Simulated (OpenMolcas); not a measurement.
Ti3+ among 6 point charges of -1.43 e arranged as an octahedron (Oh), 1.76 Å from the ion.

* Program: OpenMolcas 26.06
* Method: SS-CASPT2, IPEA 0.25 Eh, imaginary shift 0.1 Eh (closed shells correlated: 3s 3p)
* Basis: ANO-RCC-VTZP [6s5p3d2f1g]
* Scalar Hamiltonian: DKH2, point nucleus
* Active space: 1 electron in 5 orbitals (3d)
* State averaging: 2S+1 = 2 even, 5 roots
* Spin-orbit coupling: RASSI with atomic mean-field integrals over the reference wave functions

Task: What is the spin-free ground state (labels of O, the rotations of Oh)?

Result: 2T2, 3-fold in its orbital part, 100 % from free-ion D terms; it has the highest spin that d1 allows.

Task: Where is the first state of the same spin?

Result: 2E at 10000 cm-1 above the ground state.

Task: What are the lowest two levels with spin-orbit coupling?

Result: A 4-fold level Γ8, then a 2-fold level Γ7 210 cm-1 above it. Their leading multiplicities are 2 (100 %) and 2 (100 %).

Task: What is χT at 300 K, and how does it compare with the textbook value?

Result: The lowest level has 2S+1 = 2, for which the spin-only value is χT = S(S+1) / 2 = 0.375 cm3 K/mol (g = 2). The computed 0.467 at 300 K differs by +0.092, through orbital momentum, spin-orbit coupling and any other state in reach. With a threefold ground state the orbital momentum is unquenched, so the spin-only value is not expected to hold.

Task: Which ligand-field parameters describe the states?

Result: The gap between the two states is 10Dq = 9998 cm-1. 

Roots that are degenerate in the reference are averaged as groups; the widest CASPT2 spread within a group is 17 cm-1 (the 2-fold group of multiplicity 2 near 10000 cm-1 above the lowest state of its run). Shifts and gaps below about the spread of the groups concerned are not significant. An orbital triplet at a regular site is open to Jahn-Teller coupling, which can distort the site and quench the lowest spin-orbit gaps and is left out. Free-ion shares, where given, are those of the reference states; single-state CASPT2 does not remix them. Point charges carry no covalency, so the field is a model and not that of real ligands. No measured value stands beside these numbers.
